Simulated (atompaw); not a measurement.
## Au: variants of one PAW (atompaw) potential

Base potential:

* Element: gold
* Generator: atompaw 4.2.0.5
* Type: PAW
* Functional: PBE
* Relativity: scalar-relativistic
* Frozen core: [Kr] 4d10 4f14
* Valence charge: 19
* Reference configuration: 5s2 5p6 5d10 6s0.5 6p0.5
* Partial waves: 5s (bound): rc 1.50 bohr; 6s (bound): rc 2.15 bohr; 5p (bound): rc 1.85 bohr; 6p (bound): rc 1.85 bohr; 5d (bound): rc 2.15 bohr; 5d channel at 1.65 Ry: rc 2.15 bohr; 5f channel at -0.05 Ry: rc 2.15 bohr; 5f channel at 2.35 Ry: rc 1.70 bohr
* Local potential: troulliermartins scheme with l = 4 at 0.5 Ry, radius 1.45 bohr
* Core correction: smooth core density matched at 1.60 bohr
* Augmentation charge: gaussian compensation charge, radius 1.95 bohr; PAW radius 2.15 bohr; waves and projectors: custom polynom2 7 10 vanderbiltortho

All-electron outer shells of the reference configuration (PBE, scalar-relativistic, ld1.x):

| shell | level (eV) | outermost node (bohr) | outermost maximum (bohr) |
| --- | --- | --- | --- |
| 4d | -327.06 | 0.20 | 0.41 |
| 5s | -109.54 | 0.48 | 0.84 |
| 4f | -82.28 | – | 0.37 |
| 5p | -60.97 | 0.52 | 0.96 |
| 5d | -8.02 | 0.56 | 1.21 |
| 6s | -6.63 | 1.11 | 2.29 |
| 6p | -1.37 | 1.32 | 3.51 |

Cutoffs, loose and tight: the cutoffs (Ry, on a coarse ladder) from which the occupation-weighted sum of valence levels, in a spherical-Bessel basis at the reference potential, stays within 10 and 1 mRy of its value at 400 Ry. They see the waves, projectors and local potential, not the compensation charge or the core. A dash means not determined.

A true bound ghost makes a file unfit for plane-wave use even where its test errors are small: the radial tests pick states by their node count and pass the ghost by.

```csv
change,outcome,"cutoff, loose","cutoff, tight",bound ghosts
base,generated,25 Ry,80 Ry,f
"local potential troulliermartins scheme with l = 4 at 0.5 Ry, radius 1.86 bohr",generated,25 Ry,80 Ry,f
functional LDA (PW92),generated,25 Ry,80 Ry,f
wave 5f channel at 2.35 Ry: rc 1.70 bohr becomes 5f channel at 2.35 Ry: rc 2.04 bohr,generated,25 Ry,80 Ry,none
wave 5f channel at -0.05 Ry: rc 2.15 bohr becomes 5f channel at 0.56 Ry: rc 2.15 bohr,generated,25 Ry,80 Ry,f
core correction smooth core density matched at 1.12 bohr,generated,25 Ry,80 Ry,f
wave 5s (bound): rc 1.50 bohr becomes 5s (bound): rc 1.88 bohr,generated,25 Ry,70 Ry,f
"local potential ultrasoft scheme with l = 4 at 0.5 Ry, radius 1.45 bohr",generated,25 Ry,80 Ry,f
"augmentation gaussian compensation charge, radius 2.04 bohr; PAW radius 2.15 bohr; waves and projectors: custom polynom2 7 10 vanderbiltortho",generated,25 Ry,80 Ry,f
```

Problem. What comes out with this change to the base: reference 5s2 5p6 5d9 6s2 6p0; removed wave 5f channel at 2.35 Ry: rc 1.70 bohr?

Solution. outcome: generated; cutoff, loose: 25 Ry; cutoff, tight: 70 Ry; bound ghosts: none.

Problem. What comes out with this change to the base: all radii scaled by about 0.82 (s 1.22, p 1.52, d 1.76, f 1.76 bohr); local potential troulliermartins scheme with l = 4 at 0.5 Ry, radius 1.18 bohr; augmentation gaussian compensation charge, radius 1.60 bohr; PAW radius 1.76 bohr; waves and projectors: custom polynom2 7 10 vanderbiltortho; core correction smooth core density matched at 1.30 bohr?

Solution. outcome: generated; cutoff, loose: 70 Ry; cutoff, tight: 230 Ry; bound ghosts: f, s.
